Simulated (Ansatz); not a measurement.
MoFH5, SMILES [F][MoH5], multiplicity 1.

Coordinates come from a B3LYP-D3(BJ)/def2-TZVP optimisation. The geometry has at least one imaginary mode, so it is a saddle point at that level. The spin state was assumed, not searched. The def2 effective core potentials stand for the cores of Mo; spin–orbit coupling is left out.

Two levels are set side by side: PBE/def2-TZVPD (Ansatz, a first-principles code) and CAM-B3LYP/def2-TZVPD (Ansatz). Energy differences of separate SCF runs at the same geometry; the states with an electron removed or added have multiplicity 2 and 2. Differences are taken from unrounded values.

```json
[
 {"quantity": "vertical ionisation energy (eV)", "PBE": "10.06"},
 {"quantity": "vertical electron affinity (eV)", "PBE": "2.67"},
 {"quantity": "vertical singlet–triplet gap (eV)", "PBE": "0.42"}
]
```

These are the PBE values. What does CAM-B3LYP give? (An estimate is asked for; the answer gives what the named calculation found.)


| quantity | CAM-B3LYP | PBE minus CAM-B3LYP |
|---|---|---|
| vertical ionisation energy (eV) | 10.37 | -0.31 |
| vertical electron affinity (eV) | 2.77 | -0.10 |
| vertical singlet–triplet gap (eV) | 0.53 | -0.11 |
